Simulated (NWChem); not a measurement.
Molecule: AlH, singlet; SMILES [AlH]

Results from NWChem. Low-valent species are run as closed-shell singlets; no triplet was tried in these runs. Each level has its own optimisation; frequencies are unscaled.

### Question
Among these, which level gives the lowest value of “dipole (D)”?
A) B3LYP/cc-pVTZ
B) B3LYP/aug-cc-pVDZ
C) B3LYP/aug-cc-pVTZ
D) B3LYP/cc-pVDZ

### Answer
D, B3LYP/cc-pVDZ. Values: B3LYP/cc-pVDZ 0.08; B3LYP/cc-pVTZ 0.18; B3LYP/aug-cc-pVTZ 0.24; B3LYP/aug-cc-pVDZ 0.25
